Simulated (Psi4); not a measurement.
CH4AlFOS (SMILES C[S][Al]([OH])[F]), singlet, at a GFN2-xTB geometry (such geometries of metal compounds can be far from the true shape).

The Psi4 input:
```
memory 2 GB

molecule {
0 1
  Al   -0.02416367    0.72131613    0.43457318
  F     0.55291913    2.26748948    0.37072105
  O    -0.98356104    0.18006573    1.65084786
  H    -1.51096089    0.08576602    2.43018547
  S     0.51726961   -0.66082103   -1.17535882
  C    -0.34266877   -2.20455495   -0.67448126
  H    -0.87054676   -2.05999989    0.26111045
  H     0.40700247   -2.98195662   -0.56787558
  H    -1.03945201   -2.46838426   -1.46351523
}

set basis cc-pvdz
set freeze_core true

energy('mp3')
print_variables()
```

**Question.** Predict the number of basis functions from MP3/cc-pVDZ (Psi4).

**Answer.** 98

**Question.** Estimate the MP2 correlation energy that MP3/cc-pVDZ returns for this input.

**Answer.** -0.7073 Eh

**Question.** Estimate the total energy that MP3/cc-pVDZ returns for this input.

**Answer.** -854.857241 Ha

**Question.** Predict the nuclear repulsion energy from MP3/cc-pVDZ.

**Answer.** 276.6188 Eh

**Question.** Roughly what does it cost on one core?

**Answer.** about 10 core-seconds (a rough figure).
